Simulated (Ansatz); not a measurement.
Isolated molecules relaxed with PBE0-D4/def2-TZVP in Ansatz; ΔE leaves out vibrations. CBS: MP2 limit from def2 TZ/QZ plus the TZ coupled-cluster correction, frozen cores. This one scheme is used for every species. DFT in def2-TZVPP. Each species was taken in one conformer, which may not be the lowest.

Consider the ligand exchange at a B–O bond: `NB(N)O` + NH₃ → `NB(N)N` + H₂O.

```json
{"level": "BLYP-D4", "ΔE (eV)": "0.37"}
{"level": "r2SCANh-D4", "ΔE (eV)": "0.38"}
{"level": "CAM-B3LYP-D4", "ΔE (eV)": "0.37"}
{"level": "ωB97M-V", "ΔE (eV)": "0.37"}
{"level": "r2SCAN", "ΔE (eV)": "0.39"}
{"level": "BHLYP", "ΔE (eV)": "0.39"}
{"level": "CCSD/def2-SVP", "ΔE (eV)": "0.47"}
{"level": "HF/def2-TZVPP", "ΔE (eV)": "0.43"}
```

**Question.** What does CCSD(T)/CBS give? (Estimate.)

**Answer.** The calculation gave: +0.33 eV. The listed levels differ from it by 0.04, 0.05, 0.04, 0.04, 0.06, 0.06, 0.14, 0.10 eV.

Largest T1 diagnostic among the species: 0.010.

Leaving LDA and LC-ωPBE aside and taking each functional with its dispersion term where it has one, the values, not all of them listed here, spread over 0.10 eV, from revPBE-D4 to B97M-V. In def2-TZVPP, CCSD(T) changes the Hartree–Fock value by −0.05 eV (the triples alone add −0.00 eV) and MP2 by −0.08 eV. At CCSD(T), def2-SVP lies +0.14 eV from the extrapolated value and def2-TZVPP +0.04 eV.
